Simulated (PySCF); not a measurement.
C2H4F2Si, SMILES C=C(F)[SiH2]F. Atoms are numbered in the order given.

```xyz
9

C     -1.3898    -1.1948     0.0000
C     -0.0982    -0.8665     0.0000
F      0.8587    -1.8282     0.0000
Si     0.5999     0.8777     0.0000
F     -0.6839     1.8813     0.0000
H     -2.1424    -0.4044     0.0000
H     -1.7140    -2.2394     0.0000
H      1.4066     1.1228    -1.2220
H      1.4066     1.1228     1.2220
```

Geometry optimised at B3LYP-D3(BJ)/def2-SVP. The structure was generated by enumeration, and PubChem lists no compound with its InChIKey, so it may never have been made. One conformer was computed; it need not be the lowest.

Two levels are set side by side: PBE/pcSseg-1 (PySCF) and B3LYP/pcSseg-1 (PySCF). GIAO shifts against CFCl3 (¹⁹F), TMS (²⁹Si), TMS (¹H), TMS (¹³C) at the same level; non-relativistic, no solvent, atoms listed together averaged. Differences are taken from unrounded values.

```json
[
 {"quantity": "δ(¹³C) of C1 (ppm)", "B3LYP": "118.5"},
 {"quantity": "δ(¹³C) of C2 (ppm)", "B3LYP": "178.8"},
 {"quantity": "δ(¹⁹F) of F3 (ppm)", "B3LYP": "-116.4"},
 {"quantity": "δ(²⁹Si) of Si4 (ppm)", "B3LYP": "-21.8"},
 {"quantity": "δ(¹⁹F) of F5 (ppm)", "B3LYP": "-236.5"},
 {"quantity": "δ(¹H) of H8, H9 (ppm)", "B3LYP": "5.36"}
]
```

Question: What does PBE give, and how far is it from B3LYP? (An estimate is asked for; the answer gives what the named calculation found.)

Answer: 
| quantity | PBE | PBE minus B3LYP |
|---|---|---|
| δ(¹³C) of C1 (ppm) | 115.1 | -3.4 |
| δ(¹³C) of C2 (ppm) | 176.7 | -2.1 |
| δ(¹⁹F) of F3 (ppm) | -118.1 | -1.6 |
| δ(²⁹Si) of Si4 (ppm) | -16.4 | 5.4 |
| δ(¹⁹F) of F5 (ppm) | -258.0 | -21.5 |
| δ(¹H) of H8, H9 (ppm) | 5.63 | 0.27 |

Rough cost on one machine, each run with all the roots and properties that it gave: B3LYP against PBE within a factor of 2.
